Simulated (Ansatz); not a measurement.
Be2Cl2O2H2⁺, that is (ClBe-mu-OH)2 with one electron fewer. The state is a doublet with charge 1. Geometry r2SCAN-D4/def2-SVP, that of the neutral singlet.

```xyz
8

Be    0.349    0.604    0.898
Cl    0.923    1.587    2.367
O     0.475    0.748   -0.687
Be   -0.351   -0.603   -0.898
Cl   -0.921   -1.589   -2.366
O    -0.477   -0.747    0.687
H     0.885    1.387   -1.276
H    -0.884   -1.388    1.276
```

Estimate the α-spin orbital energies around the gap (eV) in Ansatz with PBE-D4/def2-TZVP, r2SCAN-D4/def2-TZVP, PBE0-D4/def2-TZVP.


```json
{"orbital": "HOMO−5", "PBE-D4/def2-TZVP": "-14.54", "r2SCAN-D4/def2-TZVP": "-14.95", "PBE0-D4/def2-TZVP": "-16.12"}
{"orbital": "HOMO−4", "PBE-D4/def2-TZVP": "-13.99", "r2SCAN-D4/def2-TZVP": "-14.49", "PBE0-D4/def2-TZVP": "-15.63"}
{"orbital": "HOMO−3", "PBE-D4/def2-TZVP": "-13.74", "r2SCAN-D4/def2-TZVP": "-14.22", "PBE0-D4/def2-TZVP": "-15.37"}
{"orbital": "HOMO−2", "PBE-D4/def2-TZVP": "-13.37", "r2SCAN-D4/def2-TZVP": "-13.77", "PBE0-D4/def2-TZVP": "-15.11"}
{"orbital": "HOMO−1", "PBE-D4/def2-TZVP": "-13.37", "r2SCAN-D4/def2-TZVP": "-13.77", "PBE0-D4/def2-TZVP": "-14.91"}
{"orbital": "HOMO", "PBE-D4/def2-TZVP": "-13.23", "r2SCAN-D4/def2-TZVP": "-13.64", "PBE0-D4/def2-TZVP": "-14.78"}
{"orbital": "LUMO", "PBE-D4/def2-TZVP": "-5.51", "r2SCAN-D4/def2-TZVP": "-4.85", "PBE0-D4/def2-TZVP": "-4.72"}
{"orbital": "LUMO+1", "PBE-D4/def2-TZVP": "-4.74", "r2SCAN-D4/def2-TZVP": "-4.18", "PBE0-D4/def2-TZVP": "-3.78"}
{"orbital": "LUMO+2", "PBE-D4/def2-TZVP": "-4.54", "r2SCAN-D4/def2-TZVP": "-3.98", "PBE0-D4/def2-TZVP": "-3.62"}
{"orbital": "LUMO+3", "PBE-D4/def2-TZVP": "-4.44", "r2SCAN-D4/def2-TZVP": "-3.65", "PBE0-D4/def2-TZVP": "-3.53"}
{"orbital": "LUMO+4", "PBE-D4/def2-TZVP": "-3.65", "r2SCAN-D4/def2-TZVP": "-2.92", "PBE0-D4/def2-TZVP": "-3.00"}
{"orbital": "LUMO+5", "PBE-D4/def2-TZVP": "-3.35", "r2SCAN-D4/def2-TZVP": "-2.49", "PBE0-D4/def2-TZVP": "-2.34"}
{"orbital": "β HOMO", "PBE-D4/def2-TZVP": "-13.06", "r2SCAN-D4/def2-TZVP": "-13.20", "PBE0-D4/def2-TZVP": "-13.45"}
{"orbital": "β LUMO", "PBE-D4/def2-TZVP": "-12.86", "r2SCAN-D4/def2-TZVP": "-12.98", "PBE0-D4/def2-TZVP": "-12.59"}
```
